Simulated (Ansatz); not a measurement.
Reaction (formal exchange of groups at a C–N bond): `CNB(C)[SiH3]` + `[CH3][Al]([F])[F]` → `C[CH2][Al]([F])[F]` + `CB(N)[SiH3]`

Isolated molecules relaxed with PBE0-D4/def2-TZVP in Ansatz; ΔE leaves out vibrations. CCSD(T)/CBS adds triple-zeta CCSD(T) − MP2 to the extrapolated MP2 energy (def2 sets, frozen cores). Functionals use def2-TZVPP. B3LYP here is the variant with VWN-RPA as its local correlation; programs differ in this. HSE06 is defined as in plane-wave codes. One conformer a species, not always the lowest.

Problem. Is it downhill or uphill in electronic energy at CCSD(T)/CBS, and by how much? (An estimate is asked.)

Solution. Ansatz gave: Downhill: ΔE = -15.0 kJ/mol.

Problem. What do these levels give: B97M-V, PBE0-D4, B3LYP-D4, r2SCANh-D4, r2SCAN0-D4, HSE06-D4, ωB97X-V, revPBE, BLYP, r2SCAN0, CCSD(T)/def2-TZVPP, MP2/CBS(def2)? (An estimate is asked.)

Solution. The calculation gave: B97M-V -14.2, PBE0-D4 -14.7, B3LYP-D4 -13.4, r2SCANh-D4 -14.9, r2SCAN0-D4 -15.4, HSE06-D4 -14.7, ωB97X-V -14.9, revPBE -16.3, BLYP -14.3, r2SCAN0 -16.0, CCSD(T)/def2-TZVPP -14.3, MP2/CBS(def2) -16.3 kJ/mol.

Largest T1 diagnostic among the species: 0.013.

Leaving LDA and LC-ωPBE aside and taking each functional with its dispersion term where it has one, the values, not all of them listed here, spread over 3.7 kJ/mol, from ωB97M-V to BLYP-D4. LDA lies +4.4 kJ/mol from PBE without D4.
